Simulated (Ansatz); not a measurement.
A run for Ansatz (a first-principles code): R-PBE/def2-TZVPP on BClH2O (SMILES OBCl), a point of a torsion scan.

Ansatz 0.2 input:
```yaml
crystal:
  periodic: [false, false, false]
  atoms:
    - {symbol: O, position_ang: [-0.96426971, -0.19384601, -0.38538440]}
    - {symbol: B, position_ang: [0.18452975, 0.45758408, -0.32185090]}
    - {symbol: Cl, position_ang: [0.69736439, 1.25790048, 1.12852043]}
    - {symbol: H, position_ang: [-1.33299206, -0.59679184, 0.40284306]}
    - {symbol: H, position_ang: [0.76895261, 0.65652388, -1.31626388]}
basis:
  gaussian:
    orbitals: def2-TZVPP
hamiltonian:
  xc: {name: PBE}
scf: {lower_state_search: off}
```

It printed:

```
WARN ansatz: RAYON_NUM_THREADS=1 ignored (pool sized by the plan → 1); use --threads N
Functional definition: PBE
these checks for a lower state are left out or cut short: stability, starts, cluster_reference, orbital_swaps, neighbouring_geometries, increment
integrals: 0.04 GiB planned
732 factors; their error is unknown
mean field: 0.33 GiB planned
mean field evaluation 1: about -15267.3932 eV, gradient 6.1e1 eV
mean field evaluation 2: about -15237.7567 eV, gradient 1.3e2 eV
mean field evaluation 4: about -15273.7133 eV, gradient 9.6e0 eV
mean field evaluation 8: about -15273.9230 eV, gradient 1.2e-1 eV
mean field evaluation 16: about -15273.9104 eV, gradient 9.9e-5 eV
mean field -15273.91043368 eV, -561.3058554095 hartree, gradient 2.5e-6 eV, S^2 0.000000; 0 other end points of the search recorded, 0 dependent functions left out
reference -15273.91046780 eV, -561.3058566634 hartree; 16, 16 occupied and 116, 116 virtual orbitals, 732 factors
Total energy: -15273.91046780 eV, -561.3058566634 hartree
Checks for a lower state left out: stability, starts, cluster_reference, orbital_swaps, neighbouring_geometries, increment
```

The calculation finished and met its thresholds.

Cost: very roughly 0.9 core-seconds.
